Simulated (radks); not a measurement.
Values are calculated unless marked as measured or tabulated.
Spherical quantum dot in the effective-mass picture: electrons in a parabolic well V = omega^2 r^2 / 2 with omega = 0.142, all in effective atomic units (hartree* = m*/eps^2 hartree, bohr* = eps/m* bohr), one dielectric constant everywhere. Level of theory: non-relativistic Kohn-Sham, PBEsol, spin-polarised, spherical densities (a radial shooting solver with Libxc functionals). Levels are named by radial order and angular momentum (1s, 1p, 1d, 2s, ...), and open shells are averaged over m. Results are scaled to m* = 0.252 and eps = 16, for which hartree* = 26.79 meV and bohr* = 3.36 nm.

N = 5, configuration 1s2 1p(up 3, down 0). This is the lowest configuration that the search found. Occupied levels:

level,occupation,eigenvalue (meV),<r> (nm)
1s up,1,27.931,14.68
1s down,1,28.789,13.84
1p up,3,29.748,17.30

Energy (meV): total 89.2588, kinetic 12.134, external 34.302, Hartree 62.673, exchange-correlation -19.851.

Electron density:

r (nm),n(r) (e/nm^3)
0.677,0.0001348
2.38,0.0001377
4.08,0.0001433
5.78,0.0001503
7.49,0.0001568
9.19,0.0001606
10.9,0.0001592
12.6,0.0001511
14.3,0.0001358
16.0,0.0001145
17.7,0.00008988
19.4,0.00006511
21.1,0.00004306
22.8,0.00002583
24.5,0.00001408
26.2,7.058e-06
27.9,3.280e-06
29.6,1.409e-06
31.3,5.583e-07
33.0,2.032e-07
